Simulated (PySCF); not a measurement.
First SCF of a structure search on singlet [InH2]-, at a hand-made bent geometry. PySCF input:

```python
from pyscf import gto, scf, dft
mol = gto.M(atom='''
In     0.000000     0.000000     0.000000
H      1.425300     0.000000     0.998000
H     -1.425300     0.000000     0.998000''',
    basis={'In': 'def2-TZVPD', 'H': 'def2-TZVPD'},
    ecp={'In': 'def2-TZVPD'},
    charge=-1, spin=0)
mf = dft.RKS(mol, xc='PBE0')
mf.grids.atom_grid = (50, 194)
aux = {'In': 'def2-universal-JKFIT', 'H': 'def2-universal-JKFIT'}
mf = mf.density_fit(auxbasis=aux)
mf.conv_tol = 1e-08
mf.diis_space = 10
mf.max_cycle = 60
mf.init_guess = 'minao'
mf.verbose = 4
mf.kernel()
```

Excerpt of the output (cycles and frontier levels):

```
init E= -158.429949290787
  HOMO = -0.569674949058921  LUMO = -0.483158273932902  gap/eV = 2.35424
cycle= 1 E= -190.419454054138  delta_E=  -32  |g|=    2  |ddm|= 45.1
  HOMO = 0.167875969738836  LUMO = 0.177415777257324  gap/eV = 0.25959
cycle= 2 E= -187.529742505082  delta_E= 2.89  |g|= 4.77  |ddm|= 53.4
  HOMO = 0.0243373037615617  LUMO = 0.104866146058777  gap/eV = 2.19130
cycle= 3 E= -191.292749369446  delta_E= -3.76  |g|= 0.285  |ddm|= 52.9
  HOMO = 0.0551086188028629  LUMO = 0.128665169995109  gap/eV = 2.00158
cycle= 4 E= -191.302022060194  delta_E= -0.00927  |g|= 0.125  |ddm|= 0.582
  HOMO = 0.029914699197354  LUMO = 0.113905496435028  gap/eV = 2.28551
cycle= 5 E= -191.306156688495  delta_E= -0.00413  |g|= 0.0229  |ddm|= 0.261
  HOMO = 0.0232368789084694  LUMO = 0.108670625902532  gap/eV = 2.32477
cycle= 6 E= -191.306317207574  delta_E= -0.000161  |g|= 0.00439  |ddm|= 0.0831
  HOMO = 0.0241179315499478  LUMO = 0.109511675662646  gap/eV = 2.32368
cycle= 7 E= -191.306323839373  delta_E= -6.63e-06  |g|= 0.000438  |ddm|= 0.0117
  HOMO = 0.0242005768727864  LUMO = 0.109576152254895  gap/eV = 2.32319
cycle= 8 E= -191.306323924577  delta_E= -8.52e-08  |g|= 8.42e-05  |ddm|= 0.00285
  HOMO = 0.0242279233858342  LUMO = 0.109600268455979  gap/eV = 2.32310
cycle= 9 E= -191.306323930943  delta_E= -6.37e-09  |g|= 1.83e-05  |ddm|= 0.00115
  HOMO = 0.0242312655261117  LUMO = 0.109603786615563  gap/eV = 2.32310
Extra cycle  E= -191.306323931299  delta_E= -3.56e-10  |g|= 1.39e-05  |ddm|= 0.00032
converged SCF energy = -191.306323931299
```

No lower solution of this spin was found by a stability analysis within the restricted form, which does not test spin polarisation.

The search for the lowest solution, with the stability check, took 1.9 s on 2 threads of a shared Arm Neoverse V2 host, with 74 basis functions; the process peaked at 0.27 GiB.
